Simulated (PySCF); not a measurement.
Structure problem from calculated spectra and properties.

Formula: C7H7F3O2.

| Quantity | Value |
| --- | --- |
| NMR, other nuclei | isotropic shieldings of nuclei other than C and H, by class: -353 (1 O), 202 (1 O), 245 (3 F) ppm [GIAO PBE0/pcSseg-1] |
| Dipole | 0.83 D [PBE0/pcSseg-1] |
| 13C NMR | chemical shifts (computed TMS as zero) by class: 199.0 (1 C), 157.6 (1 C), 137.5 (1 C), 131.2 (1 C), 78.9 (1 C), 39.5 (1 C), 35.1 (1 C) ppm [GIAO PBE0/pcSseg-1] |
| Rotational structure | rotational constants A, B, C: 2.614, 0.453, 0.421 GHz [GFN2-xTB] |
| 1H NMR | chemical shifts (computed TMS as zero) by class: 7.32 (1 H), 6.20 (1 H), 5.13 (1 H), 2.60 (1 H), 2.42 (1 H), 2.37 (1 H), 2.28 (1 H) ppm [GIAO PBE0/pcSseg-1] |

The electronic properties come from PySCF, for the isolated species, density fitting. Levels stand in brackets. The structure is a single GFN2-xTB conformer in the gas phase; no vibrational or solvent corrections. GFN2-xTB frequencies show an imaginary mode (28i cm⁻¹), so this geometry is no minimum at that level. Each NMR value is the plain mean over a class of atoms that symmetry, rotation or inversion makes alike.

Problem. Propose a structure and show how it fits.

Solution. Numbering: `[O:1]=[C:2]1[CH:3]=[CH:4][C@H:5]([O:6][C:7]([F:8])([F:9])[F:10])[CH2:11][CH2:12]1`. Its formula, C7H7F3O2, gives 3 degrees of unsaturation: 1 ring and 2 π bonds in the structure found. 7 carbons fall into 7 classes; from least to most shielded: ketone carbonyl carbon [C2] (199.0 ppm), alkene CH carbon [C4] (157.6 ppm), alkene CH carbon [C3] (137.5 ppm), CF3 carbon [C7] (131.2 ppm), ring sp3 carbon bound to oxygen [C5] (78.9 ppm), sp3 carbon next to a carbonyl [C12] (39.5 ppm), ring CH2 carbon [C11] (35.1 ppm). Hydrogen classes from least to most shielded: 1 H on an alkene CH carbon, C4 (7.32 ppm), 1 H on an alkene CH carbon, C3 (6.20 ppm), 1 H on an sp3 carbon bound to oxygen, C5 (5.13 ppm), 1 H on an sp3 carbon next to a carbonyl, C12 (2.60 ppm), 1 H on a ring CH2 carbon, C11 (2.42 ppm), 1 H on an sp3 carbon next to a carbonyl, C12 (2.37 ppm), 1 H on a ring CH2 carbon, C11 (2.28 ppm). The other shieldings belong to: -353 ppm, ketone oxygen [O1]; 202 ppm, ether oxygen [O6]; 245 ppm, fluorine of a CF3 group [F8/F9/F10]. The optimised geometry has point group C1 and is an asymmetric top. Structure: `O=C1C=C[C@H](OC(F)(F)F)CC1`. Computed isomers that give other values at the same levels: `C#C[C@@H](COC)C(=O)C(F)(F)F` (13C chemical shifts (computed TMS as zero) by class: 202.0 (1 C), 124.8 (1 C), 82.7 (1 C), 81.1 (1 C), 80.3 (1 C), 60.9 (1 C), 42.4 (1 C) ppm). The assignments are read from this structure; whether some other isomer fits the data as well wasn't checked. The mirror image fits equally.
